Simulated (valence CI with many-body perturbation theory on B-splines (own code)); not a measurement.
## E1 transitions of Pd40+

Computed by configuration interaction combined with many-body perturbation theory (CI+MBPT): four valence electrons over a frozen Dirac-Fock core [He], radial functions for each j: 11 s, 11 p, 9 d, 7 f, 5 g, 2 h, 1 i, with the one-electron correlation potential Σ1 (screened to all orders), the two-electron term Σ2, the three-electron term Σ3, Breit, model QED; selected single and double excitations, second order for the rest (own B-spline code, finite nucleus).

No measured spectrum was set against this ion. As an estimate, large intervals hold to a few tenths of a per cent, small ones and those within an open d or f shell to about a per cent. Among the levels kept, up to 280 cm⁻¹ of a level comes from second order outside the variational space, and about a tenth of that is noise between levels of different J, which matters for small intervals.

Lines 151 to 200 of 235 in falling wavelength, among levels below 4004.6 eV, chosen from the strongest by gf and those to the six lowest levels. Wavelengths and rates use the calculated energies. Electric multipoles are in the length gauge, E1 and E2 with the static RPA response of the core. Weak lines are less certain than strong ones. Lines between different terms over intervals too small for the method are left out, as are lines whose strength nearly cancels. The highest levels of a list are the least certain.

Levels are named by their leading jj configuration (3d3/2^4 stands for four electrons in 3d with j = 3/2), which in mixed levels can hold well under half, so a name can repeat and another be missing. Letters in brackets count levels of one name in rising energy.

| λ vac (nm) | Upper | Lower | A (s⁻¹) | S (a.u.) with core polarisation | S without |
| --- | --- | --- | --- | --- | --- |
| 0.3526 | (2s 2p1/2 2p3/2 3s) J=2 [b] | (2s 2p1/2^2 2p3/2) J=2 | 2.25e+12 | 2.43e-04 | 2.42e-04 |
| 0.3523 | (2s 2p1/2^2 3p1/2) J=1 | (2s^2 2p1/2 2p3/2) J=2 | 4.86e+12 | 3.14e-04 | 3.13e-04 |
| 0.3523 | (2s 2p1/2 2p3/2 3d5/2) J=2 [b] | (2s 2p1/2 2p3/2^2) J=2 [a] | 1.45e+13 | 1.57e-03 | 1.57e-03 |
| 0.3521 | (2s^2 2p3/2 3d5/2) J=3 | (2s^2 2p3/2^2) J=2 | 3.34e+14 | 5.03e-02 | 5.03e-02 |
| 0.3518 | (2s 2p1/2 2p3/2 3d5/2) J=3 [b] | (2s 2p1/2 2p3/2^2) J=2 [a] | 2.84e+13 | 4.27e-03 | 4.28e-03 |
| 0.3516 | (2s^2 2p3/2 3d5/2) J=1 | (2s^2 2p3/2^2) J=2 | 1.41e+13 | 9.08e-04 | 9.09e-04 |
| 0.3515 | (2s^2 2p3/2 3s) J=2 | (2s^2 2p1/2 2p3/2) J=1 | 8.77e+12 | 9.39e-04 | 9.44e-04 |
| 0.3509 | (2s 2p1/2^2 3p1/2) J=1 | (2s^2 2p1/2 2p3/2) J=1 | 8.95e+12 | 5.73e-04 | 5.72e-04 |
| 0.3507 | (2s 2p1/2 2p3/2 3p3/2) J=3 [a] | (2s^2 2p3/2^2) J=2 | 4.59e+12 | 6.85e-04 | 6.85e-04 |
| 0.3493 | (2s 2p1/2 2p3/2 3p3/2) J=2 [a] | (2s^2 2p3/2^2) J=2 | 1.04e+12 | 1.09e-04 | 1.09e-04 |
| 0.3488 | (2s 2p1/2 2p3/2 3p1/2) J=2 [c] | (2s^2 2p3/2^2) J=2 | 1.68e+12 | 1.76e-04 | 1.76e-04 |
| 0.3487 | (2s 2p1/2 2p3/2 3p1/2) J=1 [b] | (2s^2 2p3/2^2) J=2 | 1.83e+12 | 1.15e-04 | 1.15e-04 |
| 0.3475 | (2s 2p1/2 2p3/2 3p3/2) J=2 [b] | (2s^2 2p3/2^2) J=2 | 1.35e+12 | 1.40e-04 | 1.40e-04 |
| 0.3466 | (2s 2p1/2 2p3/2 3p3/2) J=3 [b] | (2s^2 2p3/2^2) J=2 | 1.47e+12 | 2.12e-04 | 2.12e-04 |
| 0.3458 | (2s 2p1/2^2 3p3/2) J=2 | (2s^2 2p1/2 2p3/2) J=1 | 3.40e+12 | 3.47e-04 | 3.47e-04 |
| 0.3442 | (2s 2p1/2 2p3/2 3d5/2) J=1 [a] | (2s 2p1/2^2 2p3/2) J=1 | 1.39e+13 | 8.39e-04 | 8.40e-04 |
| 0.3441 | (2s 2p1/2 2p3/2 3d3/2) J=2 [b] | (2s 2p1/2^2 2p3/2) J=1 | 2.49e+12 | 2.50e-04 | 2.50e-04 |
| 0.3437 | (2s 2p1/2 2p3/2 3p3/2) J=2 [c] | (2s^2 2p3/2^2) J=2 | 7.84e+11 | 7.85e-05 | 7.84e-05 |
| 0.3436 | (2s 2p1/2 2p3/2 3p3/2) J=3 [c] | (2s^2 2p3/2^2) J=2 | 2.00e+12 | 2.80e-04 | 2.80e-04 |
| 0.3426 | (2s 2p1/2 2p3/2 3d5/2) J=2 [b] | (2s 2p1/2^2 2p3/2) J=1 | 9.34e+12 | 9.28e-04 | 9.28e-04 |
| 0.3426 | (2s 2p1/2 2p3/2 3d3/2) J=2 [a] | (2s 2p1/2^2 2p3/2) J=2 | 4.93e+13 | 4.89e-03 | 4.90e-03 |
| 0.3425 | (2s 2p1/2 2p3/2 3d3/2) J=1 [a] | (2s 2p1/2^2 2p3/2) J=2 | 1.83e+13 | 1.09e-03 | 1.09e-03 |
| 0.3421 | (2s 2p1/2 2p3/2 3d3/2) J=3 [a] | (2s 2p1/2^2 2p3/2) J=2 | 6.95e+13 | 9.61e-03 | 9.62e-03 |
| 0.3417 | (2s 2p1/2 2p3/2 3d5/2) J=1 [b] | (2s 2p1/2^2 2p3/2) J=1 | 3.54e+13 | 2.09e-03 | 2.10e-03 |
| 0.3414 | (2s 2p3/2^2 3s) J=2 | (2s 2p1/2^2 2p3/2) J=1 | 1.58e+12 | 1.55e-04 | 1.55e-04 |
| 0.3414 | (2s 2p1/2 2p3/2 3d5/2) J=0 | (2s 2p1/2^2 2p3/2) J=1 | 1.94e+13 | 3.82e-04 | 3.82e-04 |
| 0.3405 | (2s 2p1/2 2p3/2 3d3/2) J=2 [c] | (2s 2p1/2^2 2p3/2) J=1 | 9.40e+11 | 9.15e-05 | 9.16e-05 |
| 0.3403 | (2s 2p1/2 2p3/2 3d3/2) J=1 [c] | (2s 2p1/2^2 2p3/2) J=1 | 2.63e+12 | 1.54e-04 | 1.54e-04 |
| 0.3403 | (2s 2p1/2 2p3/2 3d5/2) J=2 [a] | (2s 2p1/2^2 2p3/2) J=2 | 6.76e+11 | 6.57e-05 | 6.57e-05 |
| 0.3401 | (2s 2p1/2 2p3/2 3d5/2) J=3 [a] | (2s 2p1/2^2 2p3/2) J=2 | 5.66e+13 | 7.69e-03 | 7.70e-03 |
| 0.3395 | (2s 2p1/2 2p3/2 3p1/2) J=1 [a] | (2s^2 2p1/2 2p3/2) J=2 | 3.22e+12 | 1.86e-04 | 1.86e-04 |
| 0.3393 | (2s 2p1/2 2p3/2 3d5/2) J=1 [a] | (2s 2p1/2^2 2p3/2) J=2 | 1.97e+12 | 1.14e-04 | 1.14e-04 |
| 0.3392 | (2s 2p1/2 2p3/2 3d3/2) J=2 [b] | (2s 2p1/2^2 2p3/2) J=2 | 2.33e+14 | 2.24e-02 | 2.24e-02 |
| 0.3391 | (2s 2p1/2 2p3/2 3d3/2) J=3 [b] | (2s 2p1/2^2 2p3/2) J=2 | 1.13e+14 | 1.52e-02 | 1.53e-02 |
| 0.3389 | (2s 2p1/2 2p3/2 3d3/2) J=1 [b] | (2s 2p1/2^2 2p3/2) J=2 | 2.84e+14 | 1.64e-02 | 1.64e-02 |
| 0.3389 | (2s 2p1/2 2p3/2 3p1/2) J=2 [a] | (2s^2 2p1/2 2p3/2) J=2 | 3.26e+13 | 3.13e-03 | 3.14e-03 |
| 0.3385 | (2s^2 2p3/2 3d3/2) J=2 | (2s^2 2p1/2 2p3/2) J=2 | 6.09e+13 | 5.82e-03 | 5.83e-03 |
| 0.3382 | (2s^2 2p3/2 3d3/2) J=3 | (2s^2 2p1/2 2p3/2) J=2 | 2.20e+14 | 2.94e-02 | 2.94e-02 |
| 0.3382 | (2s 2p3/2^2 3s) J=3 | (2s 2p1/2^2 2p3/2) J=2 | 6.20e+12 | 8.29e-04 | 8.30e-04 |
| 0.3382 | (2s 2p1/2 2p3/2 3p1/2) J=1 [a] | (2s^2 2p1/2 2p3/2) J=1 | 2.30e+13 | 1.32e-03 | 1.32e-03 |
| 0.3381 | (2s^2 2p1/2 3d3/2) J=1 | (2s^2 2p1/2^2) J=0 | 2.83e+14 | 1.62e-02 | 1.62e-02 |
| 0.3379 | (2s^2 2p3/2 3d3/2) J=1 | (2s^2 2p1/2 2p3/2) J=2 | 4.11e+13 | 2.35e-03 | 2.35e-03 |
| 0.3376 | (2s 2p1/2 2p3/2 3p1/2) J=2 [a] | (2s^2 2p1/2 2p3/2) J=1 | 1.09e+14 | 1.04e-02 | 1.04e-02 |
| 0.3373 | (2s 2p1/2 2p3/2 3d5/2) J=3 [b] | (2s 2p1/2^2 2p3/2) J=2 | 2.68e+12 | 3.55e-04 | 3.55e-04 |
| 0.3372 | (2s^2 2p3/2 3d3/2) J=2 | (2s^2 2p1/2 2p3/2) J=1 | 1.69e+13 | 1.59e-03 | 1.60e-03 |
| 0.3371 | (2s^2 2p3/2 3d5/2) J=2 | (2s^2 2p1/2 2p3/2) J=2 | 1.56e+13 | 1.48e-03 | 1.48e-03 |
| 0.3367 | (2s 2p1/2 2p3/2 3p1/2) J=3 | (2s^2 2p1/2 2p3/2) J=2 | 9.07e+12 | 1.20e-03 | 1.19e-03 |
| 0.3366 | (2s^2 2p3/2 3d3/2) J=1 | (2s^2 2p1/2 2p3/2) J=1 | 1.47e+14 | 8.31e-03 | 8.32e-03 |
| 0.3365 | (2s^2 2p3/2 3d3/2) J=0 | (2s^2 2p1/2 2p3/2) J=1 | 1.96e+14 | 3.69e-03 | 3.69e-03 |
| 0.3362 | (2s^2 2p3/2 3s) J=1 | (2s^2 2p1/2^2) J=0 | 1.52e+12 | 8.57e-05 | 8.52e-05 |
